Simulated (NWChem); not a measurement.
System: CrHSO2Cl; SMILES [O]=[Cr]([OH])(=[S])[Cl]

```xyz
6

Cr    -0.2560     0.1385    -0.0149
O     -1.0624     0.2112     1.3132
S      1.1589     1.5596    -0.0314
Cl     0.6760    -1.7855    -0.1338
O     -1.3114     0.3869    -1.3762
H     -2.2457     0.1480    -1.1930
```
Atoms are numbered in this order, from 1.

Results from NWChem. Pople sets run with spherical d functions. Coordinates come from a PBE-D3(BJ)/def2-SVP optimisation. Vzz is the largest principal value of the second derivative of the potential at the nucleus (NWChem prints the opposite sign); η is the asymmetry. Non-relativistic.

**Question.** What does the run give for CAM-B3LYP/6-31G*? Quantities: Vzz Cr1 (a.u.); η Cr1; Vzz O2 (a.u.); η O2; Vzz S3 (a.u.); η S3; Vzz Cl4 (a.u.); η Cl4.

**Answer.** The vzz Cr1 (a.u.) is -0.510 and the η Cr1 is 0.29. The vzz O2 (a.u.) is -0.436 and the η O2 is 0.63. The vzz S3 (a.u.) is -1.478 and the η S3 is 0.60. The vzz Cl4 (a.u.) is 1.689 and the η Cl4 is 0.29.
